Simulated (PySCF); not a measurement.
C3S2. Atoms are numbered in the order given.

```xyz
5

S      0.0000     0.0000    -2.8638
C      0.0000     0.0000    -1.2922
C      0.0000     0.0000     0.0000
C      0.0000     0.0000     1.2922
S      0.0000     0.0000     2.8638
```

Geometry optimised at PBE-D3(BJ)/def2-SVP.

Calculation: PBE-D3(BJ)/def2-SVP run with PySCF 2.14.0.

Frequencies are harmonic and unscaled.

Modes within 1.5 cm⁻¹ of each other (mostly degenerate sets) share a row, with their intensities summed.

```json
[
 {"mode": "1–2", "ν (cm⁻¹)": "108", "IR (km/mol)": "0.6", "moving atoms (share of kinetic energy)": "C 67 %, S 33 %"},
 {"mode": "3–4", "ν (cm⁻¹)": "405", "IR (km/mol)": "0.0", "moving atoms (share of kinetic energy)": "C 93 %"},
 {"mode": "5", "ν (cm⁻¹)": "496", "IR (km/mol)": "0.0", "moving atoms (share of kinetic energy)": "S 93 %"},
 {"mode": "6–7", "ν (cm⁻¹)": "508", "IR (km/mol)": "0.5", "moving atoms (share of kinetic energy)": "C 97 %"},
 {"mode": "8", "ν (cm⁻¹)": "1037", "IR (km/mol)": "190.8", "moving atoms (share of kinetic energy)": "C 64 %, S 36 %"},
 {"mode": "9", "ν (cm⁻¹)": "1703", "IR (km/mol)": "0.0", "moving atoms (share of kinetic energy)": "C 93 %"},
 {"mode": "10", "ν (cm⁻¹)": "2157", "IR (km/mol)": "1810.2", "moving atoms (share of kinetic energy)": "C 100 %"}
]
```
